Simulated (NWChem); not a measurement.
BSiH₅O; SMILES OB[SiH3]

```xyz
8

B     -0.5814    -0.7754     0.0007
H     -1.7651    -1.0401    -0.0009
O      0.2432    -1.8411    -0.0001
H      1.1798    -1.6135     0.0022
Si     0.0620     1.1593     0.0002
H     -0.4754     1.9029     1.1848
H     -0.4069     1.8735    -1.2311
H      1.5616     1.2534     0.0401
```
Atoms are numbered in this order, from 1.

Computed with NWChem. Pople sets run with spherical d functions. Medium grid unless said otherwise, to which SCAN and Minnesota functionals are sensitive. Structure relaxed at the PBE0/def2-SVP level. Total energies of different functionals are on different scales.

```csv
level,energy (Ha),highest occupied level (eV),orbital gap (eV),dipole (D)
B3LYP/6-31G*,-392.5921,-7.48,6.52,1.36
PBE/6-31G*,-392.2771,-6.39,4.64,1.42
RPBE/6-31G*,-392.5341,-6.38,[?],1.41
N12/6-31G*,-392.5000,-6.28,4.80,1.37
HCTH/407/6-31G*,-392.5871,-6.58,4.79,1.38
PBE0/6-31G*,-392.3194,-7.72,6.91,1.36
LRC-wPBEh/6-31G*,-392.3419,-9.57,10.49,1.36
"LDA (Slater exchange, PW92)/6-31G*",-390.5234,-6.43,4.48,1.45
MN15-L/6-31G*,-392.3992,-6.95,5.45,1.42
```

Task: What belongs in the gaps?

Result: 
- RPBE/6-31G*, orbital gap (eV): 4.69
